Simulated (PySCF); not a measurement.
Run record: geometry optimisation, `[SiH3][O][GeH2][Br]`.

Method: PBE0-D3(BJ)/def2-SVP geometry optimisation, gas phase (PySCF 2.14.0). Start geometry: GFN2-xTB. A driver script takes a list of jobs; this job's settings line and coordinates (Å) are shown.

Command:
```bash
OMP_NUM_THREADS=1 python probes_run.py task.json out
```

Input:
```
{"job": {"xc": "PBE0", "basis": "def2-SVP", "d3": "d3bj", "grid": 1, "shake": 0.01, "kind": "geom"}, "charge": 0, "multiplicity": 1}
Si    -1.610480    -0.158580    -0.197350
O     -0.165030     0.123260     0.466170
Ge     1.525220     0.270860     0.343020
Br     2.300330    -1.256890    -1.145440
H     -2.064780     1.145110    -0.761470
H     -2.412840    -0.580920     0.943060
H     -1.484910    -1.147300    -1.247410
H      1.901550     1.653180    -0.172730
H      2.068750    -0.065870     1.738430
```

Output:
```
step   0  E = -5017.48010401  max force = 0.026215
step   1  E = -5017.48652019  max force = 0.013197
step   2  E = -5017.48703960  max force = 0.003374
step   3  E = -5017.48715103  max force = 0.002589
step   4  E = -5017.48726141  max force = 0.004991
step   5  E = -5017.48735541  max force = 0.006034
step   6  E = -5017.48740346  max force = 0.003068
step   7  E = -5017.48741854  max force = 0.000985
step   8  E = -5017.48741424  max force = 0.001644
step   9  E = -5017.48742353  max force = 0.001110
step  10  E = -5017.48742824  max force = 0.000192
optimisation converged
```

Energies in Eh; «max force» is the largest Cartesian gradient component in Eh/bohr.

Question: How much energy does the optimisation release, in eV?

Answer: E(step 0) − E(last step) = 0.007324 Eh, which is 0.199 eV.

Question: Give the first gradient maximum in eV/Å.

Answer: With 1 Eh/bohr = 51.422 eV/Å, 1.348 eV/Å.

Summary of the converged run: final energy -5017.48743 Eh after 10 steps; dipole 1.24 D.

Question: Give the final coordinates.

Answer: 0.169 Å rms from the input after alignment:
```
atom  x, y, z in Å
Si1   -1.5476   -0.2270   -0.2767
O2    -0.2365    0.1667    0.6724
Ge3    1.5010    0.3794    0.4940
Br4    2.2572   -1.1410   -1.0645
H5    -2.0103    0.9710   -1.0419
H6    -2.6378   -0.6858    0.6292
H7    -1.2007   -1.3120   -1.2421
H8     1.7946    1.7839   -0.0487
H9     2.1391    0.0481    1.8445
```

Question: Estimate the wall time. Hardware: an Arm Neoverse N1 with one thread, no GPU, on a shared host. And the peak memory of the process?

Answer: About 2.3 min, with 0.51 GiB resident at the peak, the Python interpreter and its libraries included.
Labels such as C1 count atoms from 1, the log's own numbers from 0.
